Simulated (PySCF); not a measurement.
SeS₂²⁺ (singlet). Level of theory: PBE0/[Se def2-TZVP, S def2-TZVP], no relativity, density fitting, PySCF.

Harmonic bands of its minimum:

```csv
ω (cm⁻¹),"IR (km/mol, summed over degenerate members)",degeneracy
89,12.1,2
523,0.0,1
695,0.5,1
```

Q: The central atom is Se. Infer the point group and assign the bands.

A: D∞h. The modes span πu + σg+ + σu+: 89 πu, 523 σg+, 695 σu+. The computed geometry has Se–S 1.948 Å (×2); S–Se–S 180.0°.

Other isomers or separated fragments may lie lower.
